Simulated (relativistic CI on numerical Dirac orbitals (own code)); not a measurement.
Calculated at this level of theory: Dirac-Coulomb-Breit CI, orbitals from a KLI potential per configuration, model QED (radiative potential, 1s self-energy scaled to tabulated hydrogen-like ionisation energies), unscaled Slater integrals (own radial code, finite nucleus).

CI space (outside the closed core [Ar] 3d10): 4s2.4p6.4d2, 4s2.4p6.4d.4f, 4s2.4p5.4d3, 4s.4p6.4d3, 4s2.4p5.4d2.4f, 4s.4p6.4d2.4f, 4s2.4p6.4d.5s, 4s2.4p6.4f.5s, 4s2.4p6.4d.5p, 4s2.4p6.4d.5d, 4s2.4p5.4d2.5s, 4p6.4d3.4f, 4s2.4p6.4d.5f, 4s.4p6.4d.4f.5s, 4s2.4p6.5s.5p, 4s2.4p6.4d.5g, 4s.4p6.4d2.5s, 4s2.4p5.4d2.5d, 4s2.4p6.4d.6s, 4s2.4p6.4d.6d, 4s2.4p6.4f2, 4s2.4p5.4f3, 4s.4p6.4f3, 4p6.4d4, 4p5.4d5, 4p5.4d4.4f, 4s2.4p6.4f.5p, 4s2.4p5.4f2.5p, 4s.4p6.4f2.5p, 4s2.4p6.5s2, 4s2.4p5.4f.5s2, 4s.4p6.4f.5s2, 4s2.4p6.5p2, 4s2.4p5.4f.5p2, 4s.4p6.4f.5p2, 4p6.4d3.5s, 4p5.4d4.5s, 4p5.4d3.4f.5s, 4s.4p6.4d.5s2, 4s.4p5.4d.4f.5s2, 4p6.4d.4f.5s2. Double excitations out of closed p, d and f shells are left out; levels of such configurations are missing from the list, as are those of other unlisted configurations, and high levels can miss mixing partners. These lack a partner that the ground configuration has and come out too high: 4s2.4p5.4d2.5s, 4s.4p6.4d2.5s, 4s2.4p5.4d2.5d.

At this charge energies of transitions that change n are usually good to better than 1 %, and those within a shell (Δn = 0) to a few per cent. Terms inside the open d or f shell come out 10 to 20 % too wide with unscaled integrals.

Outline of the computed level scheme of Pt XLI. Lowest level of each configuration: 4s2.4p6.4d2 3F_2 at 0.000 eV; 4s2.4p5.4d3 3D°_2 at 172.403 eV.

Some strong electric-dipole decays among the lowest 45 levels: 4s2.4p5.4d3 3D°_1 → 4s2.4p6.4d2 3F_2 (3.4e+11 s⁻¹); 4s2.4p5.4d3 3D°_1 → 4s2.4p6.4d2 3F_2 (3.0e+11 s⁻¹); 4s2.4p5.4d3 3F°_2 → 4s2.4p6.4d2 3F_2 (3.0e+11 s⁻¹); 4s2.4p5.4d3 3G°_3 → 4s2.4p6.4d2 3F_2 (2.0e+11 s⁻¹); 4s2.4p5.4d3 3D°_1 → 4s2.4p6.4d2 3P_0 (1.6e+11 s⁻¹); 4s2.4p5.4d3 3P°_1 → 4s2.4p6.4d2 3P_0 (3.3e+10 s⁻¹); 4s2.4p5.4d3 3D°_1 → 4s2.4p6.4d2 3P_0 (3.1e+10 s⁻¹); 4s2.4p5.4d3 3G°_4 → 4s2.4p6.4d2 3F_3 (2.5e+10 s⁻¹).

LS names give the leading component of a level, which can be under half, so a name can repeat, a term be missing and a line seem to break the LS rules.
